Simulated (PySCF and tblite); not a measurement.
Values are calculated unless marked as measured or tabulated.
## Conformers and averaged properties: C8H7FO2, numbered as in [CH2:1]=[C:2]1[CH:3]=[C:4]([F:5])[C:6]([C:7](=[O:8])[O:9][CH3:10])=[CH:11]1

Search: ETKDG and KDG, MMFF94s, GFN2-xTB, 90 starts; geometries at GFN2-xTB. Energies: PBE0-D3(BJ)/pcSseg-1, with GFN2-xTB thermal terms (modes under about 100 cm⁻¹ blended into free rotors). Symmetry numbers and mirror images are counted. Conformers within 2.5 kcal/mol (GFN2-xTB free energy) were kept, 4 at most. GIAO shieldings: PBE0/pcSseg-1. Shifts are against TMS (¹H), TMS (¹³C), CFCl3 (¹⁹F) at the same level; of two unlike H on one atom, a is the less shielded. Run with PySCF (density fitting) and tblite.

Torsions listed: C4–C6–C7–O9, O8–C7–O9–C10. The 5-ring runs over atoms 2–3–4–6–11.

```csv
conformer,shape,symmetry,E(GFN2) kcal/mol,E(DFT) kcal/mol,G(298.15 K) kcal/mol,weight %,dipole D
1,"5-ring flat; 0°, 0°",Cs,0.00,0.00,0.00,55.8,1.70
2,"5-ring flat; 180°, 0°",Cs,1.16,0.28,0.14,44.2,4.12
```

Weights (%) against temperature:

| T (K) | 1 | 2 | S(mix) cal/mol/K |
| --- | --- | --- | --- |
| 250 | 57.8 | 42.2 | 1.35 |
| 298.15 | 55.8 | 44.2 | 1.36 |
| 350 | 54.3 | 45.7 | 1.37 |

Averaged shifts at 298.15 K. ¹H: 7.14 (H11, 1H), 6.41 (H1a, 1H), 6.36 (H1b, 1H), 5.75 (H3, 1H), 4.03 (H10, 3H) ppm. ¹³C: 177.0 (C4), 168.8 (C7), 151.9 (C2), 141.4 (C11), 139.8 (C1), 135.8 (C6), 105.9 (C3), 53.5 (C10) ppm. ¹⁹F: -121.8 (F5) ppm.

Coordinates of conformer 1 (Å):

```xyz
18

C    -3.549   -0.019    0.670
C    -2.212   -0.047    0.662
C    -1.323   -0.228    1.804
C    -0.064   -0.188    1.337
F     1.045   -0.314    2.063
C    -0.061    0.017   -0.114
C     1.109    0.119   -1.002
O     1.035    0.293   -2.195
O     2.263   -0.002   -0.339
C     3.443    0.086   -1.118
C    -1.353    0.100   -0.509
H    -4.111    0.121   -0.238
H    -4.110   -0.135    1.582
H    -1.642   -0.364    2.818
H     3.494    1.053   -1.622
H     4.272   -0.030   -0.425
H     3.458   -0.703   -1.873
H    -1.702    0.249   -1.513
```

Coordinates of conformer 2 (Å):

```xyz
18

C    -3.104    0.894   -1.040
C    -2.124    0.208   -0.444
C    -2.250   -1.010    0.347
C    -1.014   -1.351    0.750
F    -0.692   -2.402    1.494
C    -0.028   -0.387    0.251
C     1.421   -0.454    0.504
O     1.984   -1.301    1.147
O     2.061    0.574   -0.086
C     3.468    0.602    0.100
C    -0.703    0.544   -0.464
H    -2.899    1.789   -1.605
H    -4.132    0.579   -0.978
H    -3.171   -1.518    0.553
H     3.924   -0.303   -0.307
H     3.826    1.482   -0.428
H     3.710    0.667    1.163
H    -0.285    1.394   -0.968
```

The minima are those of GFN2-xTB; planar forms about aryl–S or allylic bonds may be saddles in DFT. Unscaled ¹⁹F shifts at such levels can be off by tens of ppm; differences between conformers or isomers are more reliable. Shifts are unscaled: against experiment ¹³C can be off by 15 ppm or more and ¹H by 0.8 ppm.

Search and properties took 84 s on 1 thread of Arm Neoverse V1, shared host (rough), launched as `OMP_NUM_THREADS=1 python ens_run.py task.json out`.


Conformer gaps in pcSseg-1 on xTB geometries can be 2 kcal/mol off for S=O, P=O and other polar bonds.